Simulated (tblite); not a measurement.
Isomers of C3H10N2OSi2. Computed values, GFN2-xTB/tblite, gas phase, harmonic and unscaled. This tight-binding method is rough: wavenumbers can miss measured ones by several per cent, in bad cases by 10 to 20. Modes of hydrogen on silicon can be 10 to 20 % off. One conformer each.

Electronic energies: GFN2-xTB at the same geometries; isomer energies are rough at this level and their order can be wrong.

| SMILES | electronic energy, lowest = 0 (kJ/mol) |
| --- | --- |
| C=NC(=C)O[SiH2]N[SiH3] | 49.0 |
| CO[Si@@H](CC#N)[SiH2]N | 157.4 |
| C=N[SiH2][Si@H](N=C)OC | 188.3 |
| C[Si@@H]1NC[SiH2]N1C=O | 0.0 |

Task: How do GFN2-xTB zero-point energies change the relative energies?

Result: 
```csv
SMILES,ZPE (kJ/mol),of it from modes above 1550 cm⁻¹,electronic (kJ/mol),"with ZPE, lowest = 0 (kJ/mol)",lowest mode (cm⁻¹),rings
C[Si@@H]1NC[SiH2]N1C=O,342.4,178.0,0.0,0.0,69,1
C=NC(=C)O[SiH2]N[SiH3],320.2,181.8,49.0,26.9,39,0
CO[Si@@H](CC#N)[SiH2]N,333.5,183.4,157.4,148.6,42,0
C=N[SiH2][Si@H](N=C)OC,327.9,182.5,188.3,173.8,7i,0
```

The zero-point energies span 22.2 kJ/mol, from `C=NC(=C)O[SiH2]N[SiH3]` to `C[Si@@H]1NC[SiH2]N1C=O`. Slightly imaginary modes are left out of the zero-point energy: `C=N[SiH2][Si@H](N=C)OC` 7.2i cm⁻¹. The order is unchanged.

Task: What do entropy and thermal enthalpy add at 298.15 K and 1 bar (rigid rotor, harmonic oscillator, one conformer each)?

Result: 
```json
{"SMILES": "C[Si@@H]1NC[SiH2]N1C=O", "point group": "C1", "symmetry number": "1", "S (J/(mol K))": "425.7", "H − H(0) (kJ/mol)": "31.17", "ZPE + H − H(0) − TS (kJ/mol)": "246.6"}
{"SMILES": "C=NC(=C)O[SiH2]N[SiH3]", "point group": "C1", "symmetry number": "1", "S (J/(mol K))": "462.1", "H − H(0) (kJ/mol)": "34.41", "ZPE + H − H(0) − TS (kJ/mol)": "216.9"}
{"SMILES": "CO[Si@@H](CC#N)[SiH2]N", "point group": "C1", "symmetry number": "1", "S (J/(mol K))": "477.0", "H − H(0) (kJ/mol)": "36.41", "ZPE + H − H(0) − TS (kJ/mol)": "227.7"}
```

Not tabulated: `C=N[SiH2][Si@H](N=C)OC` (lowest mode only 7i cm⁻¹).
